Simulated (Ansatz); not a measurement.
`F[SiH](Cl)I` → `F[Si]Cl` + HI at 700 K and 1 bar (silylene formation by 1,1-elimination).

Program: Ansatz. Geometries: PBE0-D4/def2-TZVP. ΔE: electronic, gas phase. CCSD(T)/CBS is the MP2 limit (def2-TZVPP, def2-QZVPP) plus CCSD(T) − MP2 in def2-TZVPP, frozen cores. This one scheme is used for every species. Elements past krypton have def2 core potentials. For I outer-core shells are correlated without core-valence functions, which leaves a few kJ/mol of doubt a bond.

```tsv
species	CCSD(T)/CBS energy (Eh)	H − E (kJ/mol)	S (J/(mol·K))
`F[SiH](Cl)I`	-1146.84711	89.2	405.1
`F[Si]Cl`	-848.72390	42.9	319.9
HI	-298.03592	34.6	231.7
```

H − E and S are ideal-gas, rigid-rotor, harmonic terms from PBE0-D4/def2-TZVP, for one conformer and one mirror image of each species. 1 Eh = 2625.50 kJ/mol, R = 8.31446 J/(mol·K).

Problem. By hand: ΔE, ΔH, ΔS and ΔG.

Solution. ΔE = (-848.72390) + (-298.03592) − (-1146.84711) = 0.08729 Eh = 229.2 kJ/mol. Δ(H − E) = 42.9 + 34.6 − 89.2 = -11.7, so ΔH = 217.5 kJ/mol. ΔS = 319.9 + 231.7 − 405.1 = 146.5 J/(mol·K). ΔG = 217.5 − 700 × (146.5)/1000 = 115.0 kJ/mol.

Problem. By hand: the equilibrium constant, and the temperature at which ΔG would vanish if ΔH and ΔS stayed fixed.

Solution. log₁₀ K = −ΔG/(RT ln 10) = -8.6. ΔG = 0 at ΔH/ΔS = 1485 K.

The number of gas molecules changes by +1, which sets the sign of ΔS. A doubt of 5 kJ/mol in ΔE shifts log₁₀ K by 0.4 here. Other conformers and mirror images would add mixing entropy, several J/(mol·K) or more a flexible species. These are equilibria of isolated gas molecules and say nothing of rates. Largest T1 diagnostic: 0.014 (customary marks: 0.02 for closed shells, 0.045 for open ones).
